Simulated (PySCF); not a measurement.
Gas-phase XPS of `C1CC[Si]2(C1)CCCC2`, computed

C8H16Si.
Numbering: `[CH2:1]1[CH2:2][CH2:3][Si:4]2([CH2:5]1)[CH2:6][CH2:7][CH2:8][CH2:9]2`

Cartesian coordinates in Å at the PBE0-D3(BJ)/def2-SVP level; atoms count from 1:
```
atom  x, y, z in Å
C1     2.353   -0.340    1.331
C2     2.604   -0.197   -0.174
C3     1.413    0.543   -0.802
Si4   -0.089   -0.110    0.166
C5     0.946   -0.921    1.540
C6    -1.316   -1.219   -0.774
C7    -2.693   -0.706   -0.325
C8    -2.621    0.816   -0.165
C9    -1.399    1.160    0.702
H10    3.135   -0.951    1.813
H11    2.411    0.660    1.797
H12    3.564    0.307   -0.376
H13    2.685   -1.206   -0.618
H14    1.505    1.630   -0.628
H15    1.348    0.402   -1.892
H16    0.562   -0.755    2.558
H17    0.957   -2.014    1.381
H18   -1.182   -2.297   -0.598
H19   -1.184   -1.057   -1.858
H20   -2.951   -1.154    0.651
H21   -3.496   -1.000   -1.022
H22   -2.502    1.274   -1.164
H23   -3.558    1.222    0.252
H24   -1.633    1.001    1.769
H25   -1.085    2.210    0.601
```

Computed with delta-SCF UKS SCAN, pcX-2 on the ionised atom, pcseg-1 elsewhere, spin-free X2C in PySCF 2.14.0. Each binding energy is the total energy of the core-ionised species, with the hole localised on one atom, minus that of the ground state; both are solved self-consistently, so orbital relaxation is included.

Problem. What binding energy does each computed site have?

Solution. 
```tsv
atom(s)	bonded to	level	binding energy (eV)	2p1/2 (eV)	above the level's lowest (eV)	count
C1/C2/C7/C8	2 C and 2 H	C 1s	290.23	–	+0.70	4
C3/C5/C6/C9	C, 2 H and Si	C 1s	289.53	–	0.00	4
Si4	4 C	Si 2p3/2	105.37	105.99	0.00	1
Si4	4 C	Si 1s	1845.13	–	0.00	1
```

Lowest listed C 1s: C3/C5/C6/C9, bonded to C, 2 H and Si. Highest, 0.70 eV above it: C1/C2/C7/C8, bonded to 2 C and 2 H. Summing the Pauling electronegativity differences to the bonded atoms, each weighted by its formal bond order, gives -1.35 for the lowest site and -0.70 for the highest.

Problem. What is the longest wavelength that can ionise C 1s of C1/C2/C7/C8 vertically?

Solution. λ = hc/E = 12398.42 eV Å / 290.23 eV = 42.719 Å.

The first atom of each set that the bonding makes equivalent was ionised and stands for the set. 2p3/2 and 2p1/2 are the ΔSCF energy of one spin-free 2p hole plus the eigenvalues of a spin–orbit and ligand-field matrix of the shell. 2p1/2 minus 2p3/2 (ligand field included): Si 0.62 eV. The structure is a single PBE0-D3(BJ)/def2-SVP conformer in the gas phase; no vibrational or solvent corrections.
